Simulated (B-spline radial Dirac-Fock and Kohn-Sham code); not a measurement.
# Isotope-shift constants of the inner levels of W⁴⁺

System: W⁴⁺, [Xe] 4f14 5d2.

The computed values come from a radial atomic solver: first-order field-shift and mass-shift constants from Dirac-Fock ground and hole states with a Fermi nucleus; the mass shift has no relativistic recoil terms. A binding energy shifts by δE = F·δ⟨r²⟩ + (K_N + K_S)·δ(1/M); F is taken for a change of radius at fixed skin thickness and so holds the higher radial moments.

```csv
level,F (meV/fm²)
K (1s),-819.5
L1 (2s),-116.3
L2 (2p1/2),-1.408
L3 (2p3/2),4.804
M1 (3s),-26.13
M2 (3p1/2),-0.3175
M3 (3p3/2),1.294
M4 (3d3/2),1.199
M5 (3d5/2),1.140
```

The mass shift is not given and not included below: at this Z its relativistic corrections are large. It matters little for K lines but can be comparable with the field shift of L lines.

Field shifts alone in meV from A = 184 (mass 183.9509 u, rms radius 5.3658 fm); radii from Angeli and Marinova (2013).

```csv
A,mass (u),radius (fm),Kα1,Kα2,Kβ1,Lα1
180,179.9467,5.3491,+147.5,+146.4,+146.9,-0.7
182,181.9482,5.3559,+87.5,+86.8,+87.1,-0.4
183,182.9502,5.3611,+41.6,+41.2,+41.4,-0.2
186,185.9544,5.3743,?,?,?,?
```

**Question.** What are the shifts for A = 186?

**Answer.** Kα1 -75.2 meV; Kα2 -74.7 meV; Kβ1 -74.9 meV; Lα1 +0.3 meV.
